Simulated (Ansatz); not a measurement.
Compare A (`FC1OC[SiH2]1`) with its isomer B (`FC1CO[SiH2]1`).

Isolated molecules relaxed with PBE0-D4/def2-TZVP in Ansatz; ΔE leaves out vibrations. CCSD(T)/CBS is the MP2 limit (def2-TZVPP, def2-QZVPP) plus CCSD(T) − MP2 in def2-TZVPP, frozen cores. Functionals use def2-TZVPP. B3LYP here is the variant with VWN-RPA as its local correlation; programs differ in this.

A:

Z-matrix (Å, degrees):
```
C
O 1 1.399
F 1 1.388 2 110.4
Si 1 1.912 2 89.8 3 -114.3
H 1 1.091 2 110.1 3 117.3
C 2 1.452 1 104.4 3 96.6
H 4 1.486 1 114.5 2 -95.4
H 4 1.485 1 119.7 2 130.2
H 6 1.090 2 109.7 1 138.6
H 6 1.093 2 110.9 1 -100.5
```

B:

```xyz
10

F    -1.775   -0.130   -0.970
C    -0.851    0.301   -0.038
C    -0.170   -0.852    0.724
O     1.226   -0.609    0.439
Si    0.926    0.646   -0.619
H    -1.340    1.026    0.615
H    -0.487   -1.818    0.321
H    -0.331   -0.836    1.805
H     1.587    1.920   -0.233
H     1.215    0.351   -2.045
```

Question: Which isomer does CCSD(T)/CBS put lower? Give the gap. (An estimate is asked.)

Answer: Ansatz gave: B, by 28.0 kcal/mol.

Question: Give E(B) − E(A) in kcal/mol with CCSD(T)/def2-TZVPP, HF/def2-TZVPP, r2SCAN-D4, PBE0-D4, B3LYP, B3LYP-D4, B2PLYP. (Estimate.)

Answer: The calculation gave: CCSD(T)/def2-TZVPP -27.8, HF/def2-TZVPP -31.4, r2SCAN-D4 -26.6, PBE0-D4 -26.4, B3LYP -27.0, B3LYP-D4 -27.0, B2PLYP -27.8. None reverses the order clearly.

Largest T1 diagnostic: 0.013.

In def2-TZVPP, CCSD(T) changes the Hartree–Fock value by +3.6 kcal/mol (the triples alone add +0.9 kcal/mol) and MP2 by +2.4 kcal/mol. From PBE to PBE0 (25 % exact exchange), in def2-TZVPP and without D4, E(B) − E(A) moves by −2.2 kcal/mol.
